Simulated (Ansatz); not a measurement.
Reaction (ligand exchange at the Sn–N bond): `O=C=[N][Sn]([Cl])([Cl])[Cl]` + HI → `[Cl][Sn]([Cl])([Cl])[I]` + `N=C=O`

Isolated molecules relaxed with PBE0-D4/def2-TZVP in Ansatz; ΔE leaves out vibrations. CBS: MP2 limit from def2 TZ/QZ plus the TZ coupled-cluster correction, frozen cores. This one scheme is used for every species. Functionals use def2-TZVPP. B3LYP here is the variant with VWN-RPA as its local correlation; programs differ in this. Elements past krypton have def2 core potentials. For I, Sn outer-core shells are correlated without core-valence functions, which leaves a few kJ/mol of doubt a bond. One conformer a species, not always the lowest.

Problem. Is it downhill or uphill in electronic energy at CCSD(T)/CBS, and by how much? (Best estimate.)

Solution. The calculation gave: Downhill: ΔE = -71.7 kJ/mol.

Problem. What do these levels give: ωB97X-V, ωB97M-V, B3LYP, r2SCAN0, CCSD(T)/def2-TZVPP, CCSD/CBS(def2)? (An estimate is asked.)

Solution. Ansatz gave: ωB97X-V -65.6, ωB97M-V -69.0, B3LYP -73.6, r2SCAN0 -74.7, CCSD(T)/def2-TZVPP -55.8, CCSD/CBS(def2) -71.4 kJ/mol.

Largest T1 diagnostic among the species: 0.018.

At CCSD(T), def2-SVP lies +10.7 kJ/mol from the extrapolated value and def2-TZVPP +15.9 kJ/mol. From BLYP to BHLYP (50 % exact exchange), in def2-TZVPP and without D4, ΔE moves by +6.6 kJ/mol.
